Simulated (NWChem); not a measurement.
# Si2H5Cl; SMILES [SiH2](Cl)[SiH3]

Computed with NWChem. Pople sets run with spherical d functions. All runs use the structure optimised with PBE0/def2-SVP.

For level PBE0/STO-3G:

```yaml
highest occupied level (eV): -5.96
orbital gap (eV): 10.21
dipole (D): 2.86
```

Question: What are these values for level PBE0/6-31+G*?

Answer: 
| Quantity | Value |
|---|---|
| highest occupied level (eV) | -8.29 |
| orbital gap (eV) | 7.56 |
| dipole (D) | 1.82 |
